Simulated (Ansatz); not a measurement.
CH$_{3}$Cl$_{3}$Si, triplet, at the geometry of the source list (a higher spin typed on purpose: for a closed-shell molecule this is an excited state); CCSD(T)/STO-3G in Ansatz (a first-principles code).

Input for Ansatz:
Ansatz 0.2 input:
```yaml
crystal:
  periodic: [false, false, false]
  atoms:
    - {symbol: C, position_ang: [-1.04170000, -0.20300000, 0.03620000]}
    - {symbol: Si, position_ang: [0.82190000, 0.16020000, -0.02860000]}
    - {symbol: Cl, position_ang: [1.70540000, -1.00140000, -1.42920000]}
    - {symbol: Cl, position_ang: [1.13270000, 2.10330000, -0.49670000]}
    - {symbol: Cl, position_ang: [1.66510000, -0.22430000, 1.76940000]}
    - {symbol: H, position_ang: [-1.23160000, -1.24300000, 0.28650000]}
    - {symbol: H, position_ang: [-1.53670000, 0.41110000, 0.78330000]}
    - {symbol: H, position_ang: [-1.51520000, -0.00290000, -0.92090000]}
basis:
  gaussian:
    orbitals: STO-3G
magnetization: {spin_polarized: true, initial_magnetization: 2}
correlation: {method: ccsd_t, electrons: outside_noble_gas}
accuracy: high
```

It wrote (shortened):

```
Functional definition: HF
909 factors; integrals over basis functions are off by at most 2.6e-9 eV
mean field evaluation 1: about -45937.8247 eV, gradient 1.8e1 eV
mean field evaluation 2: about -45937.9846 eV, gradient 1.8e1 eV
mean field evaluation 4: about -45941.3049 eV, gradient 1.6e0 eV
mean field evaluation 8: about -45941.3727 eV, gradient 4.7e-2 eV
mean field evaluation 16: about -45941.3712 eV, gradient 1.4e-3 eV
mean field evaluation 32: about -45942.2819 eV, gradient 1.9e-4 eV
mean field evaluation 64: about -45941.3712 eV, gradient 5.4e-6 eV
mean field evaluation 96: about -45942.2818 eV, gradient 6.1e-2 eV
mean field evaluation 128: about -45942.1697 eV, gradient 1.3e0 eV
mean field evaluation 160: about -45940.8221 eV, gradient 6.3e0 eV
mean field evaluation 192: about -45941.6664 eV, gradient 7.5e-1 eV
mean field evaluation 224: about -45940.0743 eV, gradient 4.0e0 eV
mean field evaluation 256: about -45937.4644 eV, gradient 5.5e0 eV
mean field evaluation 288: about -45937.6760 eV, gradient 5.7e0 eV
mean field evaluation 320: about -45941.1435 eV, gradient 9.4e-2 eV
mean field evaluation 352: about -45938.9537 eV, gradient 6.7e-3 eV
mean field evaluation 384: about -45939.0301 eV, gradient 4.9e-3 eV
mean field evaluation 416: about -45938.5005 eV, gradient 2.8e-1 eV
mean field evaluation 448: about -45941.0646 eV, gradient 1.0e-2 eV
mean field evaluation 480: about -45941.6604 eV, gradient 1.6e0 eV
mean field evaluation 512: about -45938.4696 eV, gradient 4.6e-1 eV
mean field evaluation 544: about -45941.1946 eV, gradient 2.4e-1 eV
mean field evaluation 576: about -45941.1409 eV, gradient 8.6e-1 eV
mean field evaluation 608: about -45940.9885 eV, gradient 1.2e-1 eV
mean field -45942.28192675 eV, -1688.3477200110 hartree, gradient 1.9e-8 eV, S^2 2.003472; 21 other end points of the search recorded, 0 dependent functions left out
determinant -45942.28192675 eV, -1688.3477200110 hartree, with singles and doubles -45945.48366860 eV, -1688.4653818537 hartree
determinant -45942.28186011 eV, -1688.3477175621 hartree, with singles and doubles -45945.48362986 eV, -1688.4653804300 hartree
determinant -45942.28125455 eV, -1688.3476953082 hartree, with singles and doubles -45945.48313408 eV, -1688.4653622106 hartree
determinant -45941.70436823 eV, -1688.3264951267 hartree, with singles and doubles -45945.45001311 eV, -1688.4641450373 hartree
determinant -45941.39695961 eV, -1688.3151980684 hartree, with singles and doubles -45945.42153397 eV, -1688.4630984480 hartree
determinant -45941.37115228 eV, -1688.3142496665 hartree, with singles and doubles -45945.38993756 eV, -1688.4619373016 hartree
determinant -45941.19940414 eV, -1688.3079380386 hartree, with singles and doubles -45945.38866399 eV, -1688.4618904987 hartree
determinant -45941.16219798 eV, -1688.3065707377 hartree, with singles and doubles -45945.28207914 eV, -1688.4579735778 hartree
determinant -45941.16192475 eV, -1688.3065606967 hartree, with singles and doubles -45945.28179801 eV, -1688.4579632464 hartree
determinant -45941.16190474 eV, -1688.3065599613 hartree, with singles and doubles -45945.28181735 eV, -1688.4579639572 hartree
determinant -45941.06465855 eV, -1688.3029862297 hartree, with singles and doubles -45945.41202114 eV, -1688.4627488581 hartree
determinant -45939.03006627 eV, -1688.2282163425 hartree, with singles and doubles -45942.68179075 eV, -1688.3624147417 hartree
determinant -45938.95374400 eV, -1688.2254115508 hartree, with singles and doubles -45942.93405324 eV, -1688.3716852172 hartree
determinant -45942.28192675 eV, -1688.3477200110 hartree, with singles and doubles -45945.50326938 eV, -1688.4661021690 hartree
determinant -45942.28186011 eV, -1688.3477175621 hartree, with singles and doubles -45945.50323722 eV, -1688.4661009873 hartree
determinant -45942.28125455 eV, -1688.3476953082 hartree, with singles and doubles -45945.50278325 eV, -1688.4660843040 hartree
determinant -45941.70436823 eV, -1688.3264951267 hartree, with singles and doubles -45945.49335404 eV, -1688.4657377872 hartree
determinant -45941.39695961 eV, -1688.3151980684 hartree, with singles and doubles -45945.42558676 eV, -1688.4632473855 hartree
determinant -45941.37115228 eV, -1688.3142496665 hartree, with singles and doubles -45945.39178784 eV, -1688.4620052981 hartree
determinant -45941.19940414 eV, -1688.3079380386 hartree, with singles and doubles -45945.44204046 eV, -1688.4638520476 hartree
determinant -45941.16219798 eV, -1688.3065707377 hartree, with singles and doubles -45945.31376383 eV, -1688.4591379684 hartree
determinant -45941.16192475 eV, -1688.3065606967 hartree, with singles and doubles -45945.31364009 eV, -1688.4591334213 hartree
determinant -45941.16190474 eV, -1688.3065599613 hartree, with singles and doubles -45945.31366297 eV, -1688.4591342620 hartree
determinant -45941.06465855 eV, -1688.3029862297 hartree, with singles and doubles -45945.38945001 eV, -1688.4619193844 hartree
21 core orbitals not correlated
reference -45941.37115228 eV, -1688.3142496665 hartree; 17, 15 occupied and 6, 8 virtual orbitals, 909 factors
second order -2.88772889 eV of doubles, -0.00000000 eV of singles
cycle   1  -4.02063887 eV  change   -3.3e-6 eV  update   7.2e-6
cycle   2  -4.02064117 eV  change   -2.3e-6 eV  update   6.8e-6
cycle   3  -4.02064134 eV  change   -1.6e-7 eV  update   6.0e-6
cycle   4  -4.02063425 eV  change    7.1e-6 eV  update   5.2e-6
cycle   5  -4.02063544 eV  change   -1.2e-6 eV  update   4.1e-6
cycle   6  -4.02063922 eV  change   -3.8e-6 eV  update   3.4e-6
cycle   7  -4.02064033 eV  change   -1.1e-6 eV  update   3.0e-6
cycle   8  -4.02063991 eV  change    4.2e-7 eV  update   2.7e-6
cycle   9  -4.02063801 eV  change    1.9e-6 eV  update   2.5e-6
cycle  10  -4.02063823 eV  change   -2.2e-7 eV  update   2.1e-6
cycle  11  -4.02063911 eV  change   -8.9e-7 eV  update   1.2e-6
cycle  12  -4.02063909 eV  change    2.3e-8 eV  update   6.2e-7
cycle  13  -4.02063909 eV  change    4.7e-9 eV  update   2.1e-7
cycle  14  -4.02063915 eV  change   -6.1e-8 eV  update   1.0e-7
cycle  15  -4.02063918 eV  change   -3.2e-8 eV  update   7.0e-8
cycle  16  -4.02063922 eV  change   -4.1e-8 eV  update   5.4e-8
cycle  17  -4.02063880 eV  change    4.2e-7 eV  update   2.1e-7
cycle  18  -4.02063873 eV  change    6.6e-8 eV  update   1.2e-7
cycle  19  -4.02063877 eV  change   -3.6e-8 eV  update   6.6e-8
cycle  20  -4.02063882 eV  change   -5.4e-8 eV  update   4.7e-8
cycle  21  -4.02063887 eV  change   -4.8e-8 eV  update   3.9e-8
cycle  22  -4.02063889 eV  change   -2.5e-8 eV  update   3.6e-8
cycle  23  -4.02063890 eV  change   -8.9e-9 eV  update   3.1e-8
cycle  24  -4.02063889 eV  change    9.3e-9 eV  update   2.7e-8
cycle  25  -4.02063888 eV  change    1.2e-8 eV  update   2.3e-8
cycle  26  -4.02063887 eV  change    9.7e-9 eV  update   2.0e-8
cycle  27  -4.02063887 eV  change    4.3e-9 eV  update   1.6e-8
cycle  28  -4.02063887 eV  change  -3.9e-10 eV  update   1.5e-8
cycle  29  -4.02063887 eV  change   -3.0e-9 eV  update   1.3e-8
cycle  30  -4.02063888 eV  change   -7.9e-9 eV  update   1.1e-8
cycle  31  -4.02063888 eV  change   -2.8e-9 eV  update   7.0e-9
cycle  32  -4.02063888 eV  change    2.5e-9 eV  update   4.4e-9
cycle  33  -4.02063888 eV  change    2.4e-9 eV  update   3.0e-9
cycle  34  -4.02063887 eV  change    2.4e-9 eV  update   2.2e-9
perturbative correction -0.23284706 eV, -0.0085569716 hartree
Total energy: -45945.62463821 eV, -1688.4705623914 hartree
```
